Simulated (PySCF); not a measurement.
Al(OH)(SiH3)2 (AlH7OSi2), SMILES [OH][Al]([SiH3])[SiH3].

The structure is a stationary point at r2SCAN-D4/def2-SVP. The geometry has at least one imaginary mode, so it is a saddle point at that level. The structure was generated by enumeration; whether it is a known compound was not checked. Other conformers were not sampled.

Two levels are set side by side: PBE/def2-TZVP (PySCF) and B3LYP/def2-TZVP (PySCF). Same geometry, gas phase. Differences are taken from unrounded values.

| quantity | PBE |
|---|---|
| orbital gap (eV) | 3.36 |
| highest occupied level (eV) | -5.86 |
| lowest empty level (eV) | -2.50 |
| dipole moment (D) | 1.55 |
| mean polarisability (bohr³) | 100.5 |

Task: These are the PBE values. What does B3LYP give? (An estimate is asked for; the answer gives what the named calculation found.)

Result: 
```csv
quantity,B3LYP,PBE minus B3LYP
orbital gap (eV),4.78,-1.42
highest occupied level (eV),-6.71,0.85
lowest empty level (eV),-1.93,-0.58
dipole moment (D),1.55,0.00
mean polarisability (bohr³),96.3,4.2
```

Without exact exchange PBE keeps part of each electron's self-repulsion, which lifts occupied levels and narrows the gap. PBE's more diffuse valence density responds more strongly to a field. Differences between two approximate levels are no errors against the true value.

Rough cost on one machine, each run with all the roots and properties that it gave: B3LYP against PBE within a factor of 2.
